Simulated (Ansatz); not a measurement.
Total energies of AlGe$_{3}$H$_{9}$ (`[GeH3][Al]([GeH3])[GeH3]`).

```tsv
atom	x (Å)	y (Å)	z (Å)
Ge1	1.656	-0.579	1.759
Al2	0.017	0.023	-0.003
Ge3	-1.695	1.769	0.415
Ge4	0.055	-1.169	-2.178
H5	1.092	-1.732	2.618
H6	1.968	0.581	2.725
H7	2.997	-1.076	1.184
H8	-2.135	2.497	-0.870
H9	-1.237	2.842	1.422
H10	-2.963	1.118	1.008
H11	0.610	-2.603	-2.072
H12	0.969	-0.414	-3.167
H13	-1.333	-1.258	-2.842
```

The species carries charge 0 and has multiplicity 1. Correlated methods include outer-core shells of Ge, which these sets cover unevenly. Scalar relativity is left out up to krypton. All single points use the PBE0-D4/def2-TZVP geometry. Basis def2-TZVPP, Ansatz.

RPA on PBE orbitals: Hartree–Fock energy of these orbitals -6473.16071 Eh, correlation -1.47284 Eh (frozen core).

```csv
functional,energy without D4 (Eh),D4 term (kJ/mol)
LDA (SPW92),-6468.24093,–
PBE,-6477.74982,-27.6
revPBE,-6478.31924,-64.5
BLYP,-6478.99685,-57.0
r2SCAN,-6478.79680,-6.9
PBE0,-6477.94755,-24.2
B3LYP,-6479.02694,-45.0
r2SCANh,-6478.77180,-7.7
r2SCAN0,-6478.73674,-8.6
BHLYP,-6478.78722,-42.1
CAM-B3LYP,-6479.21108,-25.7
LC-ωPBE,-6477.95791,–
ωB97X-V,-6478.24326,–
PBE-QIDH,-6476.87493,–
```

(1) Give the same for B97M-V, HSE06 (plane-wave form), ωB97M-V, B2PLYP. (Best estimate.)

B3LYP takes the VWN-RPA correlation (the form of Gaussian; ORCA's B3LYP/G). HSE06 is the plane-wave form, built on full-range PBE exchange. The double hybrids freeze the cores in their second-order part.

## Answers

(1) The calculation gave: 
```tsv
functional	energy without D4 (Eh)	D4 term (kJ/mol)
B97M-V	-6477.63819	–
HSE06 (plane-wave form)	-6477.94161	-23.2
ωB97M-V	-6478.45043	–
B2PLYP	-6477.61448	–
```

LC-ωPBE has ω = 0.4 bohr⁻¹.
